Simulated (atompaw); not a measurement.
thallium PAW (atompaw): all-electron and pseudo phase curves

thallium, PAW, made with atompaw 4.2.0.5 (LDA (PW92), scalar-relativistic). Core [Xe] 4f14 5d10, reference 6s2 6p0.75 (charge +0.25). Waves: 6s (bound): rc 3.00 bohr; 6s channel at -0.05 Ry: rc 3.00 bohr; 6p (bound): rc 3.00 bohr; 6p channel at 0.05 Ry: rc 3.00 bohr; 6d channel at 0.15 Ry: rc 3.00 bohr; 6d channel at 2.45 Ry: rc 3.00 bohr. Local part: troulliermartins scheme with l = 3 at -0.5 Ry, radius 2.85 bohr. Core correction: smooth core density matched at 2.60 bohr. Augmentation charge: besselshape compensation charge, radius 2.30 bohr; PAW radius 3.00 bohr; waves and projectors: custom rrkj vanderbiltortho.

The phase is arctan(r·u′/u) with u = r·R(r), unwrapped; energies in Ry, scanned from -3 to 5 Ry. A pole is an energy at which the radial function vanishes at the test radius. The pseudo phase is shifted by a multiple of π to meet the all-electron one at the reference energy, and phase errors are pseudo minus all-electron; the curves can meet again beyond the range given. Levels narrower than the energy grid can be missing from the lists of poles.

```json
{"channel": "s", "radius (bohr)": "3.01", "reference energy (Ry)": "-0.84", "poles, all-electron": "-0.10", "poles, pseudo": "-0.10, 2.06", "unbroken range about the reference energy with phases within 0.05 rad": "below 1.5", "phase error 1 Ry above the reference energy (rad)": "-0.000"}
{"channel": "p", "radius (bohr)": "3.01", "reference energy (Ry)": "-0.29", "poles, all-electron": "1.22", "poles, pseudo": "1.21, 3.96", "unbroken range about the reference energy with phases within 0.05 rad": "below 2.7", "phase error 1 Ry above the reference energy (rad)": "-0.000"}
{"channel": "d", "radius (bohr)": "3.01", "reference energy (Ry)": "0.15", "poles, all-electron": "-1.19, 3.42", "poles, pseudo": "-0.02, 3.48", "unbroken range about the reference energy with phases within 0.05 rad": "0.0 to 0.8", "phase error 1 Ry above the reference energy (rad)": "+0.084"}
```

Phases in the d channel:

```csv
E (Ry),all-electron,pseudo
-3.00,1.371,1.393
-2.76,1.361,1.386
-2.52,1.348,1.379
-2.28,1.332,1.371
-2.04,1.310,1.362
-1.80,1.273,1.351
-1.56,1.181,1.339
-1.32,-0.500,1.325
-1.08,-1.692,1.308
-0.84,-1.784,1.287
-0.60,-1.836,1.260
-0.36,-1.883,1.225
-0.12,-1.938,1.169
0.12,-2.012,-2.011
0.36,-2.120,-2.114
0.60,-2.299,-2.276
0.84,-2.630,-2.574
1.08,-3.205,-3.118
1.32,-3.805,-3.747
1.56,-4.162,-4.139
1.80,-4.354,-4.346
2.04,-4.467,-4.465
2.28,-4.541,-4.541
2.52,-4.594,-4.594
2.76,-4.635,-4.634
3.00,-4.667,-4.665
3.24,-4.694,-4.690
3.48,-4.719,-4.712
3.72,-4.741,-4.731
3.96,-4.763,-4.748
4.20,-4.784,-4.765
4.44,-4.806,-4.780
4.68,-4.831,-4.795
4.92,-4.859,-4.811
```
